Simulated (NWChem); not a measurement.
benzothiadiazole (C6H4N2S); SMILES c1ccc2nsnc2c1

```xyz
13

C      0.0000     0.7150     2.4054
C      0.0000    -0.7150     2.4054
C      0.0000    -1.4380     1.2417
C      0.0000    -0.7242     0.0107
N      0.0000    -1.2491    -1.2156
S      0.0000     0.0000    -2.2545
N      0.0000     1.2491    -1.2156
C      0.0000     0.7242     0.0107
C      0.0000     1.4380     1.2417
H      0.0000     1.2380     3.3648
H      0.0000    -1.2380     3.3648
H      0.0000    -2.5289     1.2330
H      0.0000     2.5289     1.2330
```
Atoms are numbered in this order, from 1.

Computed with NWChem. Pople sets run with spherical d functions. The geometry was optimised at PBE0/def2-SVP. No frequency run checked for a minimum.

Question: Estimate the computed values for B97-D/6-31G*. Quantities: highest occupied level (eV); orbital gap (eV); dipole (D).

Answer: 
```json
{
  "highest occupied level (eV)": "-5.81",
  "orbital gap (eV)": "3.01",
  "dipole (D)": "1.90"
}
```
